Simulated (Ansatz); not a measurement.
The same ligand exchange along the group C, Si, Ge.

Isolated molecules relaxed with PBE0-D4/def2-TZVP in Ansatz; ΔE leaves out vibrations. CBS: MP2 limit from def2 TZ/QZ plus the TZ coupled-cluster correction, frozen cores. This one scheme is used for every species. DFT in def2-TZVPP. def2 core potentials past Kr. For Ge, Te outer-core shells are correlated without core-valence functions, which leaves a few kJ/mol of doubt a bond. Scalar relativity is left out up to krypton. Each species was taken in one conformer, which may not be the lowest.

```json
{"reaction": "ethanol + H₂Te → `OC[TeH]` + CH₄", "RPA@PBE/def2-TZVPP (eV)": "0.00", "CCSD(T)/def2-SVP (eV)": "0.15", "PBE-D4 (eV)": "-0.14", "revPBE-D4 (eV)": "-0.15", "CCSD(T)/CBS(def2) (eV)": "-0.08"}
{"reaction": "`O[SiH2][SiH3]` + H₂Te → `O[SiH2][TeH]` + SiH₄", "RPA@PBE/def2-TZVPP (eV)": "-0.68", "CCSD(T)/def2-SVP (eV)": "-0.70", "PBE-D4 (eV)": "-0.67", "revPBE-D4 (eV)": "-0.67", "CCSD(T)/CBS(def2) (eV)": "-0.78"}
{"reaction": "`[OH][GeH2][GeH3]` + H₂Te → `[OH][GeH2][TeH]` + GeH₄", "RPA@PBE/def2-TZVPP (eV)": "-0.40", "CCSD(T)/def2-SVP (eV)": "-0.49", "PBE-D4 (eV)": "-0.45", "revPBE-D4 (eV)": "-0.45", "CCSD(T)/CBS(def2) (eV)": "-0.48"}
```

Largest T1 diagnostic: 0.012, for `O[SiH2][SiH3]`.
